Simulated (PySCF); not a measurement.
## Exercise with solution: oscillator strength and radiative lifetime

C2H5BF2O, SMILES C(F)B(F)OC.

Geometry optimised at PBE0-D3(BJ)/def2-SVP. The structure was generated by enumeration, and PubChem lists no compound with its InChIKey, so it may never have been made. The values are those of a single conformer.

TDDFT-PBE/def2-SVPD (PySCF) puts the first singlet state with f over 0.02 at 7.63 eV (vertical), with the transition dipole (-0.763, -0.082, 0.036) in atomic units.

Find the oscillator strength, the wavelength and the radiative lifetime that this transition would have in vacuum if emission retraced absorption.


|μ|² = 0.5902 au, so |μ| = 1.95 D. ΔE = 7.63/27.211 = 0.2804 hartree. f = (2/3) ΔE |μ|² = 0.110 (the program prints 0.110).
λ = 1239.84/7.63 = 162 nm; ν = 61540 cm⁻¹.
Einstein's coefficient A = 0.6670 ν² f s⁻¹ (ν in cm⁻¹) = 2.8e8 s⁻¹, so τ = 1/A = 3.6 ns. This state is S4; the lower singlets have f = 0.008, 0.018, 0.001. The figure is the radiative limit of this one transition; relaxation, internal conversion, crossing to triplets and a medium change what is measured.
